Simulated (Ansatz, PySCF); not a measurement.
ZrI4, SMILES [I][Zr]([I])([I])[I], multiplicity 1. Atoms are numbered in the order given.

```xyz
5

Zr     0.0000     0.0000     0.0000
I      1.5453     1.5453    -1.5453
I     -1.5453     1.5453     1.5453
I     -1.5453    -1.5453    -1.5453
I      1.5453    -1.5453     1.5453
```

The structure is a stationary point at PBE0-D3(BJ)/def2-SVP. The multiplicity is an assumed one; no other spin state was optimised. The isomer is the one that the SMILES or the coordinates give; other isomers of the formula were not compared. The def2 effective core potentials stand for the cores of I, Zr; spin–orbit coupling is left out.

Two levels are set side by side: PBE-D3(BJ)/def2-SVP (Ansatz, a program for electronic structure) and PBE0-D3(BJ)/def2-SVP (Ansatz). Each level has its own optimised geometry; the coordinates shown are those of the second. Frequencies come from the Hessian of PySCF at each geometry. Differences are taken from unrounded values.

```
quantity                            PBE0-D3(BJ)
----------------------------------  -----------
mean bond length (Å)                      2.676
bond Zr1–I2 (Å)                           2.676
bond Zr1–I3 (Å)                           2.676
bond Zr1–I4 (Å)                           2.676
bond Zr1–I5 (Å)                           2.676
highest harmonic wavenumber (cm⁻¹)          265
mean harmonic wavenumber (cm⁻¹)             134
zero-point energy (kcal/mol)               1.72
```

Problem. What does PBE-D3(BJ) give, and how far is it from PBE0-D3(BJ)? (Estimate from the structure and the level; the computed values follow.)

Solution. 
```csv
quantity,PBE-D3(BJ),PBE-D3(BJ) minus PBE0-D3(BJ)
mean bond length (Å),2.693,0.016
bond Zr1–I2 (Å),2.693,0.016
bond Zr1–I3 (Å),2.693,0.016
bond Zr1–I4 (Å),2.693,0.016
bond Zr1–I5 (Å),2.693,0.016
highest harmonic wavenumber (cm⁻¹),257,-9
mean harmonic wavenumber (cm⁻¹),130,-4
zero-point energy (kcal/mol),1.67,-0.06
```

Exact exchange shortens and stiffens bonds; PBE has none. Differences between two approximate levels are no errors against the true value.
